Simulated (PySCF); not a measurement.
CH6O2Si2, SMILES C1[SiH2][Si@H](O1)O. Coordinates come from a PBE-D3(BJ)/def2-SVP optimisation. The structure was generated by enumeration; whether it is a known compound was not checked. Other conformers were not sampled.

Computed equilibrium geometry at PBE-D3(BJ)/def2-SVP (PySCF confirms it by a frequency run) as bond lengths and angles (one conformer of several):
Atoms: O1 Si2 O3 C4 Si5 H6 H7 H8 H9 H10 H11. Bonds (Å): O1–Si2 1.675, O1–H6 0.974, Si2–O3 1.710, Si2–Si5 2.353, Si2–H7 1.498, O3–C4 1.452, C4–Si5 1.946, C4–H8 1.112, C4–H9 1.113, Si5–H10 1.507, Si5–H11 1.508. Bond angles (°): Si2–O1–H6 115.0, O1–Si2–O3 114.0, O1–Si2–Si5 123.2, O1–Si2–H7 102.4, O3–Si2–Si5 79.6, O3–Si2–H7 113.2, Si5–Si2–H7 123.0, Si2–O3–C4 107.0, O3–C4–Si5 101.4, O3–C4–H8 110.2, O3–C4–H9 110.1, Si5–C4–H8 113.3, Si5–C4–H9 114.4, H8–C4–H9 107.4, Si2–Si5–C4 71.9, Si2–Si5–H10 121.6, Si2–Si5–H11 119.8, C4–Si5–H10 115.6, C4–Si5–H11 114.6, H10–Si5–H11 108.8.
